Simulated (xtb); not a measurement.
C3H7O (SMILES C[CH]CO), doublet, at a GFN2-xTB geometry. Base run: GFN2-xTB (xtb).

Geometry (Å):
```xyz
11

C     -1.8922    -0.2481     0.1360
C     -0.5424     0.3418     0.2441
C      0.6295    -0.2581    -0.4289
O      1.8654     0.2547     0.0156
H     -1.8403    -1.2795    -0.2068
H     -2.4100    -0.2177     1.0970
H     -2.5180     0.3106    -0.5705
H     -0.4257     1.3107     0.6992
H      0.6065    -1.3584    -0.3162
H      0.6208    -0.0564    -1.5139
H      1.8745     0.2395     0.9791
```
Charge 0, spin multiplicity 2.
All else is at xtb's defaults.
Base energy -13.96580 Eh.

Each row names what was changed in the base input (with any setting that the change needs).

```
change           ΔE vs base (kcal/mol)  dipole (D)  G_solv (kcal/mol)  SCF cycles
---------------  ---------------------  ----------  -----------------  ----------
base                             0.000        2.06                  -           9
alpb = chcl3                     -4.84        2.27              -5.10          10
gbsa = methanol                  -5.19        2.27              -5.68          10
acc = 1000                       0.013        2.03                  -           4
gbsa = water                     -3.35        2.28              -3.91          10
```

ALPB and GBSA are two models with their own fitted parameters for each solvent, which aren't always the measured dielectric constant.
